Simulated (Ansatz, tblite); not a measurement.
Removing and adding an electron: `c1c[se]c(-c2ccc(-c3ccc(-c4ccc(-c5ccc(-c6ccc(-c7ccc(-c8ccc(-c9ccc[se]9)[se]8)[se]7)[se]6)[se]5)[se]4)[se]3)[se]2)c1`. Total charge 0; singlet. Geometry: PBE-D4/def2-SVP. Ansatz, gas phase; energy differences of separate SCF runs; the oxidised species was run as a doublet alone; the reduced species was run as a doublet alone.

The xTB rows come from tblite. Single mean-field runs in def2-TZVP are fitted with def2-universal-jkfit.

```
                level  −HOMO (eV)  vertical IE (eV)  −LUMO (eV)  vertical EA (eV)  HOMO–LUMO gap (eV)  IE − EA (eV)                                  remarks
             GFN1-xTB        9.86             10.98        8.62              7.48                1.24          3.50                                        –
             GFN2-xTB        9.53             10.61        8.36              7.30                1.18          3.30                                        –
LDA (SPW92)/def2-TZVP        4.61              5.68        3.43              2.38                1.18          3.30  restricted SCF unstable in HF (singlet)
     PBE-D4/def2-TZVP        4.38              5.48        3.20              2.20                1.18          3.29  restricted SCF unstable in HF (singlet)
    PBE0-D4/def2-TZVP        5.03              5.79        2.74              2.06                2.30          3.73  restricted SCF unstable in HF (singlet)
```

   Raw xTB energy differences between charge states are shifted by several eV; the methods need an empirical correction for them. Sets without diffuse functions give affinities that are too small.
